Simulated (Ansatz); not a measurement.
Program: Ansatz. Geometries: PBE0-D4/def2-TZVP. ΔE: electronic, gas phase. CCSD(T)/CBS adds triple-zeta CCSD(T) − MP2 to the extrapolated MP2 energy (def2 sets, frozen cores). DFT in def2-TZVPP. B3LYP here is the variant with VWN-RPA as its local correlation; programs differ in this. Elements past krypton have def2 core potentials. For Sn outer-core shells are correlated without core-valence functions, which leaves a few kJ/mol of doubt a bond.

Reaction (redistribution): `C[B]([SiH3])[SnH3]` + `[SiH3]S` → `[SH][SnH3]` + `CB([SiH3])[SiH3]`

Q: Is it downhill or uphill in electronic energy at CCSD(T)/CBS, and by how much? (An estimate is asked.)

A: The calculation gave: Uphill: ΔE = +0.11 eV.

Q: What do these levels give: PBE0-D4, B3LYP-D4, ωB97X-V, ωB97M-V, B2PLYP, PBE, r2SCAN, HF/def2-TZVPP, SCS-MP2/def2-TZVPP, CCSD/def2-TZVPP, CCSD(T)/def2-TZVPP, SCS-MP2/def2-QZVPP? (Best estimate.)

A: Computed: PBE0-D4 0.05, B3LYP-D4 0.04, ωB97X-V 0.05, ωB97M-V 0.08, B2PLYP 0.07, PBE 0.03, r2SCAN 0.05, HF/def2-TZVPP 0.02, SCS-MP2/def2-TZVPP 0.13, CCSD/def2-TZVPP 0.10, CCSD(T)/def2-TZVPP 0.11, SCS-MP2/def2-QZVPP 0.13 eV.

Largest T1 diagnostic among the species: 0.014.

In def2-TZVPP, CCSD(T) changes the Hartree–Fock value by +0.09 eV (the triples alone add +0.00 eV) and MP2 by +0.15 eV.
